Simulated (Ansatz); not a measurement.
A nudged elastic band was laid between two geometries of C₂H₉NOSi (14 atoms, charge 0, multiplicity 1).

Computed with Ansatz, RKS B3LYP/cc-pVDZ.

| Quantity | Value |
| --- | --- |
| movable images | 9 |
| climbing image | yes |
| spring | 5.0 eV/Å² |
| optimiser | fire |
| start path | IDPP |
| force threshold | 0.03 eV/Å |
| iteration limit | 60 |
| end points | relaxed |
| largest step | 0.02 Å |

First end point:

```xyz
14
Properties=species:S:1:pos:R:3
C -1.156 1.702 0.609
O -0.236 0.648 0.860
C -0.105 -0.267 -0.216
N 0.501 0.380 -1.381
Si 0.901 -1.738 0.512
H -1.121 2.373 1.480
H -0.887 2.261 -0.303
H -2.188 1.311 0.497
H -1.107 -0.620 -0.540
H 1.517 0.434 -1.291
H 0.298 -0.138 -2.236
H 0.265 -2.336 1.727
H 2.272 -1.240 0.852
H 1.033 -2.799 -0.541
```

Last end point:

```xyz
14
Properties=species:S:1:pos:R:3
C -1.030 1.678 0.615
O -0.164 0.581 0.833
C -0.089 -0.342 -0.267
N 0.606 0.126 -1.445
Si 0.803 -1.892 0.433
H -1.027 2.285 1.532
H -0.697 2.317 -0.227
H -2.068 1.345 0.409
H -1.118 -0.615 -0.579
H 0.102 0.877 -1.920
H 1.525 0.494 -1.193
H 0.184 -2.317 1.726
H 2.243 -1.549 0.659
H 0.717 -3.018 -0.548
```

(1) What changes between the two ends?

(2) Give the energies along the band, and the barrier.

(3) What is the geometry of the highest image?

Results:

(1) No bond is made or broken. The dihedral Si5–C3–N4–H11 goes from 82 to -68°.

(2) The forces met the threshold. The highest image is number 5 of 0 to 10, 21.1 kJ/mol above the first end and 28.6 kJ/mol above the last; the last end lies 7.5 kJ/mol below the first. Another band between the same ends (9 images) ends at a top of the same energy, where a vibrational analysis finds 1 clearly imaginary mode.

| image | path coordinate (Å) | energy (kJ/mol) | dihedral Si5–C3–N4–H11 (°) |
| --- | --- | --- | --- |
| 0 | 0.00 | 0.0 | 82 |
| 1 | 0.36 | 0.9 | 71 |
| 2 | 0.71 | 4.6 | 53 |
| 3 | 1.07 | 11.1 | 36 |
| 4 | 1.42 | 18.0 | 18 |
| 5 | 1.78 | 21.1 | 1 |
| 6 | 2.20 | 16.2 | -19 |
| 7 | 2.63 | 5.0 | -38 |
| 8 | 3.05 | -3.9 | -55 |
| 9 | 3.48 | -6.9 | -66 |
| 10 | 3.90 | -7.5 | -68 |

(3) 
```xyz
14
Properties=species:S:1:pos:R:3:forces:R:3
C -0.950 1.721 0.742 0.00 0.00 0.00
O 0.026 0.688 0.740 0.00 0.00 0.00
C -0.135 -0.256 -0.319 0.00 0.00 0.00
N 0.447 0.238 -1.586 0.00 0.00 0.00
Si 0.666 -1.869 0.356 0.00 0.00 0.00
H -0.717 2.381 1.590 0.00 0.00 0.00
H -0.929 2.314 -0.191 0.00 0.00 0.00
H -1.970 1.311 0.873 0.00 0.00 0.00
H -1.221 -0.421 -0.474 0.00 0.00 0.00
H 0.924 1.117 -1.366 0.00 0.00 0.00
H 1.194 -0.383 -1.905 0.00 0.00 0.00
H -0.147 -2.423 1.483 0.00 0.00 0.00
H 2.050 -1.558 0.827 0.00 0.00 0.00
H 0.749 -2.890 -0.740 0.00 0.00 0.00
```

Run time: 13 min on 2 threads of Intel(R) Xeon(R) 6975P-C (Granite Rapids), with other jobs on the host, peak memory 0.32 GiB.
